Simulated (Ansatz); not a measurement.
Start from `BC(C)[SeH]` and change one atom or group to get `BCC(B)C`.

Ansatz, PBE0-D4/def2-TZVP geometries, multiplicity 1. Each molecule was computed in one conformer, which needn't be the lowest.

Scalar relativity is left out up to krypton.

```json
{"property": "HOMO energy (PBE0/def2-TZVPP) / eV", "`BC(C)[SeH]`": "-6.55"}
{"property": "HOMO energy (ωB97M-V/def2-TZVPP) / eV", "`BC(C)[SeH]`": "-8.76"}
{"property": "HOMO energy (B3LYP/def2-TZVPP) / eV", "`BC(C)[SeH]`": "-6.32"}
{"property": "size of the dipole moment (PBE/def2-TZVPP) / D", "`BC(C)[SeH]`": "1.58"}
{"property": "LUMO energy (PBE/def2-TZVPP) / eV", "`BC(C)[SeH]`": "-2.71"}
{"property": "LUMO energy (PBE0/def2-TZVPP) / eV", "`BC(C)[SeH]`": "-1.69"}
```

**Question.** Give the same properties after the change, and the shifts. (An estimate is asked.)

**Answer.** Computed: 
| property | `BCC(B)C` | shift |
| --- | --- | --- |
| HOMO energy (PBE0/def2-TZVPP) / eV | -8.15 | -1.60 |
| HOMO energy (ωB97M-V/def2-TZVPP) / eV | -10.37 | -1.61 |
| HOMO energy (B3LYP/def2-TZVPP) / eV | -7.93 | -1.61 |
| size of the dipole moment (PBE/def2-TZVPP) / D | 1.18 | -0.40 |
| LUMO energy (PBE/def2-TZVPP) / eV | -1.30 | 1.41 |
| LUMO energy (PBE0/def2-TZVPP) / eV | -0.32 | 1.37 |

With PBE0 the HOMO falls by 1.60 eV and the LUMO rises by 1.37 eV, so the gap widens by about 2.97 eV. PBE moves the HOMO by -1.60 eV and ωB97M-V by -1.61 eV. Dipoles are sizes alone; their direction can turn.

B3LYP here is the variant with VWN-RPA as its local correlation; programs differ in this.

Spin–orbit coupling is left out; it splits and shifts lone-pair levels of the heavy atoms by tenths of an eV.
